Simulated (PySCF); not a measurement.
B(Cl)2(Et) (C2H5BCl2), SMILES B(CC)(Cl)Cl. Atoms are numbered in the order given.

```xyz
10

B     -0.1109     0.1794     0.0000
Cl     1.6221    -0.1390     0.0000
Cl    -0.6360     1.8650     0.0000
C     -1.1715    -0.9708     0.0000
C     -0.6588    -2.4125     0.0000
H     -1.8325    -0.7859    -0.8692
H     -1.8325    -0.7859     0.8692
H     -0.0361    -2.6160     0.8850
H     -0.0361    -2.6160    -0.8850
H     -1.4898    -3.1347     0.0000
```

Coordinates come from a B3LYP-D3(BJ)/def2-SVP optimisation. One conformer was computed; it need not be the lowest.

Level of theory: KT2/pcSseg-1 (PySCF).

GIAO shieldings, no solvent; atoms listed in one row are averaged. δ = σ(ref) − σ: ¹¹B against BF3 (σ = 89.8 ppm); ³⁵Cl against HCl (σ = 945.4 ppm); ¹³C against TMS (σ = 185.1 ppm); ¹H against TMS (σ = 31.47 ppm), references at their B3LYP-D3(BJ)/def2-TZVP geometries, non-relativistic (without spin–orbit terms, shifts of atoms bonded to Cl or Br come out too high).

Computed chemical shifts:
```csv
nucleus,atoms,count,δ (ppm)
¹¹B,B1,1,51.3
³⁵Cl,Cl2,1,291.4
³⁵Cl,Cl3,1,283.7
¹³C,C4,1,28.1
¹³C,C5,1,13.4
¹H,"H6, H7",2,1.85
¹H,"H8, H9, H10",3,1.38
```
